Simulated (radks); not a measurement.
Values are calculated unless marked as measured or tabulated.
Re6+, 69 electrons, occupied as [Xe] 4f13 5d2 (not the ground configuration). Code: a radial shooting solver on a logarithmic mesh with Libxc functionals. Model: scalar-relativistic Kohn-Sham, BLYP, spin-polarised, spherical densities, finite nucleus; open shells are filled with parallel spins first (spin-orbit coupling, left out, can overturn this in heavy ions); Fermi nuclear charge, rms radius 5.3698 fm.

Normalised radial functions P(r) = r R(r), r in bohr:

r,5s down,4f up
0.00156,0.0981,0.0000
0.002064,0.1186,0.0000
0.002731,0.1411,0.0000
0.003613,0.1643,0.0000
0.004781,0.1855,0.0000
0.006326,0.2004,0.0000
0.008437,0.2020,0.0001
0.01116,0.1813,0.0001
0.01477,0.1286,0.0004
0.01954,0.0375,0.0011
0.02586,-0.0879,0.0029
0.03421,-0.2223,0.0077
0.04563,-0.3120,0.0197
0.06038,-0.2764,0.0469
0.07989,-0.0721,0.1050
0.1057,0.2407,0.2174
0.1399,0.4503,0.4091
0.1851,0.3049,0.6872
0.2468,-0.2150,1.0191
0.3266,-0.6403,1.2806
0.4321,-0.4604,1.3590
0.5717,0.3030,1.2083
0.7564,1.0295,0.8976
1.009,1.1687,0.5407
1.335,0.7770,0.2618
1.766,0.3199,0.0945
2.337,0.0772,0.0230
3.092,0.0096,0.0033
4.091,0.0005,0.0002

5s down: eigenvalue -165.62 eV, 4 radial nodes at r = 0.0214, 0.0855, 0.222, 0.518 bohr, <r> = 1.00 bohr, 90 % of the charge inside 1.43 bohr. 4f up: eigenvalue -131.55 eV, 0 radial nodes, <r> = 0.561 bohr, 90 % of the charge inside 0.913 bohr.
